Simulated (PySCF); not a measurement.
Zn(Br)(OSiH3) (BrH3OSiZn), SMILES [O]([Zn][Br])[SiH3]. Atoms are numbered in the order given.

```xyz
7

Zn     0.1820     0.0868     0.0000
Br    -0.1218    -2.1176     0.0000
O      0.5226     1.8197     0.0000
Si    -0.2721     3.2674     0.0000
H     -1.1451     3.4187     1.2037
H      0.7230     4.3739     0.0000
H     -1.1451     3.4187    -1.2037
```
Charge 0, spin multiplicity 1.

The structure is a stationary point at TPSSh-D3(BJ)/def2-SVP. The structure was generated by enumeration; whether it is a known compound was not checked. One conformer was computed; it need not be the lowest.

The numbers are results of PBE/def2-TZVP (PySCF), not measurements.

ESP charges are fitted to the potential on shells at 1.4 to 2.0 van der Waals radii. Atomic charges (e):

```
atom    IAO  ESP fit  Löwdin
----  -----  -------  ------
Zn1    1.34      [?]    0.11
Br2   -0.62    -0.28    0.13
O3    -1.09    -0.45   -0.20
Si4    0.82      [?]    0.10
H5    -0.15      [?]   -0.05
H6    -0.14      [?]   -0.04
H7    -0.15      [?]   -0.05
```

Question: Complete the blanks. (The exact figures need the calculation; the answer reports its results.)

Answer: 
- Zn1, ESP fit: 0.65
- Si4, ESP fit: 0.25
- H5, ESP fit: -0.07
- H6, ESP fit: -0.04
- H7, ESP fit: -0.07
